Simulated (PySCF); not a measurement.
CH₇NPSi₄ (doublet state).
SMILES with atom numbers: `[N:1]#[C:2][Si@H:3]1[SiH2:4][Si@@H:5]([PH:6])[SiH2:7]1` (hydrogens: H8 on Si3; H9, H10 on Si4; H11 on Si5; H12 on P6; H13, H14 on Si7)

Geometry (GFN2-xTB, Å), atoms numbered from 1 in this order:
```xyz
14
CH7NPSi4 angstrom
N     -1.6489    1.2055   -3.1234
C     -1.6827    0.8092   -2.0469
Si    -1.6338    0.1596   -0.3008
Si    -0.2171   -1.7389   -0.1702
Si     1.3698   -0.4359    1.0849
P      3.3756   -0.2102    0.2740
Si    -0.1283    1.4479    1.0036
H     -3.0752    0.0908   -0.0151
H     -0.7915   -2.8969    0.5271
H      0.2420   -2.2955   -1.4464
H      1.5542   -0.9380    2.4580
H      2.9288    0.2278   -0.9641
H     -0.6631    1.8874    2.2990
H      0.3695    2.6868    0.3982
```

The hyperfine couplings belong to this conformer and change with its torsions.

The calculation used PySCF, UKS B3LYP, pcH-1 on C H N P Si, non-relativistic, mean-field spin-orbit, GIAO. Geometry: GFN2-xTB, one conformer, isolated molecule. A GFN2-xTB geometry isn't a minimum of the functional, and hyperfine couplings can be far from their values at a DFT geometry, by a factor of two or more for some ions and for spin on atoms past the first row. The SCF solution wasn't tested for stability.

(1) Predict the first-order ENDOR lines of H12, H9/H13, H10/H14, H11, H8 and P6 under fast tumbling at B = 345.4 mT (X band).

(2) Which pairs are centred on the nuclear Larmor frequency, and which on half the coupling?

(3) At what field would the lower line of P6 fall to zero frequency?

Answers

(1) ν± = |νn ± a/2|, one line for each electron-spin manifold; νn = |g_N| × 7.62259 MHz/T × B.

```json
{"nuclei": "H12", "isotope": "1H", "g_N": "5.5857", "νn (MHz)": "14.71", "a_iso (MHz)": "-33.43", "lower line (MHz)": "2.01", "upper line (MHz)": "31.42"}
{"nuclei": "H9/H13", "isotope": "1H", "g_N": "5.5857", "νn (MHz)": "14.71", "a_iso (MHz)": "6.35", "lower line (MHz)": "11.53", "upper line (MHz)": "17.88"}
{"nuclei": "H10/H14", "isotope": "1H", "g_N": "5.5857", "νn (MHz)": "14.71", "a_iso (MHz)": "-1.87", "lower line (MHz)": "13.77", "upper line (MHz)": "15.64"}
{"nuclei": "H11", "isotope": "1H", "g_N": "5.5857", "νn (MHz)": "14.71", "a_iso (MHz)": "-1.47", "lower line (MHz)": "13.97", "upper line (MHz)": "15.44"}
{"nuclei": "H8", "isotope": "1H", "g_N": "5.5857", "νn (MHz)": "14.71", "a_iso (MHz)": "-1.35", "lower line (MHz)": "14.03", "upper line (MHz)": "15.38"}
{"nuclei": "P6", "isotope": "31P", "g_N": "2.2632", "νn (MHz)": "5.96", "a_iso (MHz)": "104.19", "lower line (MHz)": "46.14", "upper line (MHz)": "58.05"}
```

(2) Centred on νn, since |a| < 2νn: H9/H13, H10/H14, H11 and H8. Centred on |a|/2 and split by 2νn: H12 and P6.

(3) Where νn = |a|/2, that is B = 52.09 MHz/(2.2632 × 7.62259 MHz/T) = 3020 mT, as far as first order holds there.

Means are taken over nuclei equivalent by connectivity, which assumes that they swap fast.

The largest Mulliken spin population is on P6 (+0.94).
